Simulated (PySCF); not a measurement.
# Computed records: CH7BNSi

Calculation on a computer-drawn molecule: the log of a Hartree-Fock and frozen-core CCSD(T) single point meant for a local Hartree-Fock minimum, with one planted fault or none, to be diagnosed. Offsets are logged minus clean, where the clean run is the same molecule without the fault. The reference is restricted for singlets and unrestricted otherwise, and also for a bond in bohr or an excited solution. Adding or removing an electron swaps singlet and doublet. The excited solution moves the top pair (singlet) or top alpha electron (doublet) to the lowest empty orbital. Highest occupied and lowest empty are orbital energies over both spins, largest force is the largest gradient component, triples share is (T) over the correlation energy, the T1 limit is 0.02 restricted and 0.045 unrestricted, electrons count all cores, a negative frequency is imaginary (commonest isotopes), and the dipole is about the centre of nuclear charge. Program: PySCF 2.14.0.

```json
{"formula": "CH7BNSi", "logged_structure": {"atoms_angstrom": [["B", -1.6026, -0.8963, 1.7277], ["C", -0.8011, 0.4683, 1.6303], ["N", -1.0945, 1.2921, 0.4259], ["Si", -0.0669, 2.0597, -0.5731], ["H", -2.4543, -1.1682, 0.9333], ["H", -1.3409, -1.6216, 2.6363], ["H", 0.2734, 0.2769, 1.6755], ["H", -1.0368, 1.0596, 2.522], ["H", -2.0798, 1.3575, 0.2222], ["H", 1.3646, 1.9683, -0.3152], ["H", -0.6179, 2.8012, -1.7003]]}, "given": {"meant_charge": 1, "meant_multiplicity": 1, "meant_basis": "cc-pV(D+d)Z", "logged_electrons": 38, "logged_basis_functions": 31, "logged_SCF_converged": "yes", "logged_spin_squared": 0.0, "logged_highest_occupied [eV]": -14.971, "logged_lowest_empty [eV]": -1.01, "logged_largest_force [hartree/bohr]": 0.019556, "logged_T1_diagnostic": 0.02492, "logged_D1_diagnostic": 0.11544, "logged_triples_share": 0.022091, "logged_CC_converged": "yes", "logged_dipole_magnitude [debye]": 4.5143, "logged_SCF_stable_within_its_kind": "yes", "logged_energy_HF [hartree]": -405.00743, "logged_energy_CCSD(T) [hartree]": -405.25419, "possible_faults": "no fault, one electron removed, one electron added, multiplicity raised by two, geometry at a saddle point, SCF held on an excited solution, minimal basis STO-3G, one bond length entered in bohr, all coordinates scaled", "drawn_bonds_atom": [1, 2, 3, 1, 1, 2, 2, 3, 4, 4], "drawn_bonds_other_atom": [2, 3, 4, 5, 6, 7, 8, 9, 10, 11], "drawn_bonds_order": [1, 1, 1, 1, 1, 1, 1, 1, 1, 1]}, "results": {"planted_fault": "minimal basis STO-3G", "HF_energy_offset_from_clean_run [kcal/mol]": 2977, "CCSD(T)_energy_offset_from_clean_run [kcal/mol]": 3164}, "notes": ["T1 above single-reference limit"]}
```
